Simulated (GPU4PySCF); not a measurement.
Vertical excitations of a molecule C13H10N2 from GPU4PySCF with TDDFT-PBE/def2-SVPD, as energy in eV (oscillator strength): 3.97 (0.005), 3.99 (0.087), 4.13 (0.001), 4.15 (0.039), 4.52 (0.021), 4.61 (0.023), 4.66 (0.001), 4.88 (0.097), 4.91 (0.011), 5.15 (0.001), 5.35 (0.026), 5.37 (0.040). Lowest triplet (TDA): 3.57 eV. Geometry optimised at r2SCAN-D4/def2-TZVP. Other conformers were not sampled.

### Question
Which molecule gave these data?
A) c1ccc(-n2cnc3ccccc32)cc1
B) C#Cc1nc(-c2ccccc2)cnc1C
C) Cc1ccc(-c2ccc(C#N)cn2)cc1

### Answer
A, c1ccc(-n2cnc3ccccc32)cc1
